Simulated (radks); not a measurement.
The numbers below are computed, except where a source is named.
Q: Dipole-allowed excitations along the series with 36 electrons in [Kr]. Level of theory: scalar-relativistic Kohn-Sham, LB94 model potential, spin-polarised, spherical densities, finite nucleus; Fermi nuclear charge, rms radius of each element as measured or else 0.836 A^(1/3) + 0.57 fm (a radial shooting solver on a logarithmic mesh with Libxc functionals). Time-dependent linear response with the Hartree and adiabatic LDA kernel, continuum included through the Sternheimer equations, no spin-orbit coupling, so fine structure and intercombination lines are absent. Lines are the poles of the dipole polarisability below minus the highest occupied eigenvalue, found on a grid refined at the orbital gaps; the lowest seven at most are given, and weak or close lines can be missed. The first line takes the name of the lowest orbital gap if no other gap lies below it; otherwise a line is named after a gap within 0.6 % of it, if that gap stands alone.

species  -e(HOMO) (eV)  lowest orbital gap (eV)      first line (eV)      f  strongest line (eV)  its f  static alpha (bohr^3)
Rb+             27.635             4p-5s 16.415       16.527 (4p-5s)  0.485  20.711 (unassigned)   2.43                  9.321
Zr4+            80.822             4p-4d 32.157  40.044 (unassigned)   5.73            the first   5.73                  3.025
Nb5+            102.63             4p-4d 36.383       45.644 (4p-4d)   5.50            the first   5.50                  2.306

Estimate the first line of Sr2+, its oscillator strength and the static polarisability.

A: 23.570 eV (unassigned), f = 0.518, alpha = 5.947 bohr^3.
